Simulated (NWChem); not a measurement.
# CH$_{3}$BeBr; SMILES [CH3][Be][Br]

```xyz
6

Be    -0.0001    -1.1201     0.0006
Br     0.0008     0.8507     0.0002
C     -0.0004    -2.7975    -0.0010
H     -0.7614    -3.2066    -0.6791
H     -0.2064    -3.2097     0.9959
H      0.9667    -3.2072    -0.3223
```
Atoms are numbered in this order, from 1.

Program: NWChem. STO-3G and 3-21G are far too small for this property and stand as cheap habits. Structure relaxed at the B3LYP/6-31G* (spherical d) level. GIAO values for the isolated, static molecule; σ is the absolute isotropic shielding, δ = σ(reference) − σ with the isolated reference molecule computed at the same levels (13C: tetramethylsilane, 1H: tetramethylsilane). Spin-orbit effects, on the heavy nuclei and on their neighbours, are missing.

For level PBE/pcSseg-1:

σ Be1 (ppm): 82.1
σ Br2 (ppm): 2582.7
δ C3 (ppm): -15.2
δ H4 (ppm): -0.48

Task: How do the values read with level Hartree-Fock/STO-3G instead?

Result: σ Be1 (ppm): 91.5
σ Br2 (ppm): 3152.8
δ C3 (ppm): -5.7
δ H4 (ppm): 0.12
